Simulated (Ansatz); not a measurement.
[AlF6]3- (AlF6³⁻), relaxed as a singlet with RKS r2SCAN-D4/def2-SVPD in Ansatz, starting from the GFN2-xTB (ALPB water) geometry. Force threshold 0.02 eV/Å.

A multiply charged anion in the gas phase is held together partly by the finite basis. Removing one electron lowers the energy by 3.73 eV at PBE0-D4/def2-TZVPD, so it isn't bound. The highest occupied level of the charge -3 singlet lies above zero (up to 7.07 eV). By energy differences it is unbound by 3.40 eV (vertical, against the charge -2 doublet, at LC-ωPBE (ω = 0.30 bohr⁻¹)/def2-SVPD) and held by the finite basis.

Start:

```xyz
7

Al    0.0004   -0.0001   -0.0003
F     1.2224   -1.3379   -0.5164
F    -1.2247    1.3358    0.5167
F     0.8394    1.2180   -1.1669
F    -0.8373   -1.2189    1.1671
F     1.1606    0.5293    1.3851
F    -1.1608   -0.5262   -1.3854
```

| step | energy (eV) | largest force component (eV/Å) | SCF passes |
| --- | --- | --- | --- |
| 1 | -22879.4387 | 0.187 | 15 |
| 2 | -22879.4433 | 0.112 | 20 |
| 3 | -22879.4458 | 0.005 | 19 |

Force components are those of the run's own axes.

End:

```xyz
7

Al    0.0001    0.0000   -0.0001
F     1.2320   -1.3459   -0.5200
F    -1.2318    1.3459    0.5200
F     0.8441    1.2271   -1.1752
F    -0.8444   -1.2268    1.1750
F     1.1694    0.5314    1.3956
F    -1.1693   -0.5318   -1.3952
```

By distances, no bond broke or formed. The bond that changes most is Al1–F7, from 1.88 to 1.90 Å (atoms count from 1).

No frequencies were taken in this run, so the end may be a saddle point.

It took 11 s on 4 threads of Intel Xeon on a shared host.
